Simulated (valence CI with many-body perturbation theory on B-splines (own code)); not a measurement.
# Hf³¹⁺: what the settings do

Computed by relativistic CI+MBPT: five valence electrons over a frozen Dirac-Fock core [Kr], a basis of 6 s, 6 p, 5 d, 5 f, 1 g functions for each j, with the one-electron correlation potential Σ1, the two-electron term Σ2, the three-electron term Σ3, Breit, model QED; selected CI, second order for the rest, scaled by the run's own slope (own B-spline code, finite nucleus).

The last digits are not significant, and no measured levels were compared; by estimate large intervals hold to a few tenths of a per cent, small ones and those within an open d or f shell to about a per cent. Only levels of the ground parity were solved; by the run's estimate the other parity begins above the list, which can be wrong where configurations are misplaced.

The reference run has the lowest level (4d3/2^4 4d5/2) J=5/2 and an ionisation energy of 1245.61 eV. Its largest variational space holds 9998 state functions.

Levels are named by their leading jj configuration (3d3/2^4 stands for four electrons in 3d with j = 3/2), which in mixed levels can hold well under half, so a name can repeat and another be missing. Letters in brackets count levels of one name in rising energy.

Changed runs:
A. three-electron term on → off
B. scale of Σ1 1 → 0
C. highest l with Σ1, explicit Σ2 and valence Breit (higher l get mean screening factors) 3 → 2; averaging of valence orbitals over low configurations on → off
D. factor on the speed of light 1 → 0.9 (bad on purpose)

Excitation energies of the reference run in cm⁻¹, and shifts in cm⁻¹:

| Level | Reference | A | B | C | D |
| --- | --- | --- | --- | --- | --- |
| (4d3/2^3 4d5/2^2) J=5/2 [a] | 84847 | -765 | -615 | -206 | +26735 |
| (4d3/2^3 4d5/2^2) J=7/2 [a] | 120743 | +474 | -620 | +152 | +26396 |
| (4d3/2^3 4d5/2^2) J=3/2 [a] | 124434 | +734 | -619 | +259 | +26681 |
| (4d3/2^3 4d5/2^2) J=11/2 | 128129 | +498 | -645 | +183 | +26406 |
| (4d3/2^3 4d5/2^2) J=9/2 | 139147 | +735 | -658 | +259 | +27377 |
| (4d3/2^3 4d5/2^2) J=5/2 [b] | 146054 | +881 | -686 | +278 | +28707 |
| (4d3/2^3 4d5/2^2) J=1/2 | 152280 | +1045 | -699 | +373 | +29745 |
| (4d3/2^3 4d5/2^2) J=7/2 [b] | 161759 | +2058 | -646 | +519 | +27242 |
| (4d3/2^3 4d5/2^2) J=3/2 [b] | 200849 | +1811 | -745 | +1151 | +31467 |
| (4d3/2^2 4d5/2^3) J=5/2 [a] | 205578 | +56 | -1198 | +98 | +52224 |
| (4d3/2^2 4d5/2^3) J=7/2 [a] | 226316 | +465 | -1282 | +59 | +54494 |
| (4d3/2^2 4d5/2^3) J=11/2 | 231470 | +397 | -1304 | +103 | +54279 |
| Ionisation energy (eV) | 1245.61 | -0.11 | -2.55 | -0.15 | -2.51 |
